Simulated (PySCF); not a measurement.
Identify the unknown among the candidates.

All candidates are C10H14.

| technique | computed result |
| --- | --- |
| 13C NMR | chemical shifts (computed TMS as zero) by class: 148.8 (1 C), 134.6 (2 C), 133.9 (2 C), 131.2 (1 C), 41.4 (1 C), 39.7 (1 C), 25.5 (1 C), 17.0 (1 C) ppm [GIAO PBE0/pcSseg-1] |
| 1H NMR | chemical shifts (computed TMS as zero) by class: 7.59 (2 H), 7.49 (1 H), 7.45 (2 H), 2.71 (2 H), 1.47 (2 H), 1.14 (2 H), 0.92 (3 H) ppm [GIAO PBE0/pcSseg-1] |
| Rotational structure | rotational constants A, B, C: 2.551, 0.728, 0.690 GHz [GFN2-xTB] |
| Dipole | 0.35 D [PBE0/pcSseg-1] |

Electronic properties: PySCF, gas phase, density fitting. Levels stand in brackets. The structure is a single GFN2-xTB conformer in the gas phase; no vibrational or solvent corrections. Each NMR value is the plain mean over a class of atoms that symmetry, rotation or inversion makes alike.

Problem. Which candidate is it?
A. `C#C[C@@H]1CC=CCC[C@H]1C`
B. `C=C/C1=C/CC/C=C\CC1`
C. `CCCCc1ccccc1`
D. `C=C[C@@H]1C[C@@H]2C=C[C@H]1CC2`

Solution. C. It is `CCCCc1ccccc1`. Numbering: `[CH3:1][CH2:2][CH2:3][CH2:4][c:5]1[cH:6][cH:7][cH:8][cH:9][cH:10]1`. Its formula, C10H14, gives 4 degrees of unsaturation: 1 ring and 3 π bonds in the structure found (Kekulé form). 10 carbons fall into 8 classes; from least to most shielded: substituted aromatic carbon [C5] (148.8 ppm), aromatic CH carbon [C6/C10] (134.6 ppm, 2 C), aromatic CH carbon [C7/C9] (133.9 ppm, 2 C), aromatic CH carbon [C8] (131.2 ppm), benzylic-type carbon [C4] (41.4 ppm), chain CH2 carbon [C3] (39.7 ppm), chain CH2 carbon [C2] (25.5 ppm), methyl carbon [C1] (17.0 ppm). Hydrogen classes from least to most shielded: 2 H on the meta carbons, C7/C9 (7.59 ppm), 1 H on the para carbon, C8 (7.49 ppm), 2 H on the ortho carbons, C6/C10 (7.45 ppm), 2 H on a benzylic-type carbon, C4 (2.71 ppm, a mean of values up to 0.8 ppm apart in this geometry), 2 H on a chain CH2 carbon, C3 (1.47 ppm), 2 H on a chain CH2 carbon, C2 (1.14 ppm), 3 H on a methyl carbon, C1 (0.92 ppm). The optimised geometry has point group C1 and is an asymmetric top.

The others, at the same levels:
- `C=C[C@@H]1C[C@@H]2C=C[C@H]1CC2` fails: it has 10 carbon classes against 8; its computed 13C shifts are 155.6 (1 C), 143.7 (1 C), 142.0 (1 C), 117.1 (1 C), 48.2 (1 C), 40.2 (1 C), 37.2 (1 C), 33.9 (1 C), 29.3 (1 C), 26.9 (1 C) ppm, 1H shifts are 6.70 (1 H), 6.59 (1 H), 5.80 (1 H), 5.18 (1 H), 5.01 (1 H), 2.49 (1 H), 2.39 (1 H), 2.17 (1 H), 1.82 (1 H), 1.62 (1 H), 1.45 (1 H), 1.31 (1 H), 1.27 (1 H), 1.00 (1 H) ppm and smallest rotational constant is 1.066 GHz (against 0.690 GHz).
- `C#C[C@@H]1CC=CCC[C@H]1C` fails: it has 10 carbon classes against 8; its computed 13C shifts are 139.9 (1 C), 138.0 (1 C), 94.9 (1 C), 75.0 (1 C), 42.5 (1 C), 38.6 (1 C), 38.0 (1 C), 35.1 (1 C), 25.9 (1 C), 21.9 (1 C) ppm, 1H shifts are 6.03 (1 H), 6.01 (1 H), 2.68 (1 H), 2.50 (1 H), 2.35 (1 H), 2.30 (1 H), 2.12 (1 H), 2.00 (1 H), 1.90 (1 H), 1.53 (1 H), 1.48 (1 H), 1.23 (3 H) ppm and rotational constant A is 2.013 GHz (against 2.551 GHz).
- `C=C/C1=C/CC/C=C\CC1` fails: it has 10 carbon classes against 8; its computed 13C shifts are 148.3 (1 C), 147.1 (1 C), 142.1 (1 C), 139.1 (1 C), 136.9 (1 C), 114.1 (1 C), 31.3 (1 C), 30.0 (1 C), 29.6 (1 C), 29.2 (1 C) ppm, 1H shifts are 6.51 (1 H), 5.90 (1 H), 5.86 (1 H), 5.83 (1 H), 5.30 (1 H), 5.16 (1 H), 2.53 (2 H), 2.53 (2 H), 2.43 (2 H), 2.35 (2 H) ppm and rotational constant A is 2.159 GHz (against 2.551 GHz).

Each candidate is one conformer, not necessarily the lowest. The conformers computed, where there is a choice (atom-mapped SMILES and torsion angles):
- `[CH3:1][CH2:2][CH2:3][CH2:4][c:5]1[cH:6][cH:7][cH:8][cH:9][cH:10]1`: C1–C2–C3–C4 -178°, C2–C3–C4–C5 -66°, C3–C4–C5–C6 100°

The conformers of `C=C[C@@H]1C[C@@H]2C=C[C@H]1CC2`, `C#C[C@@H]1CC=CCC[C@H]1C` and `C=C/C1=C/CC/C=C\CC1` aren't listed.
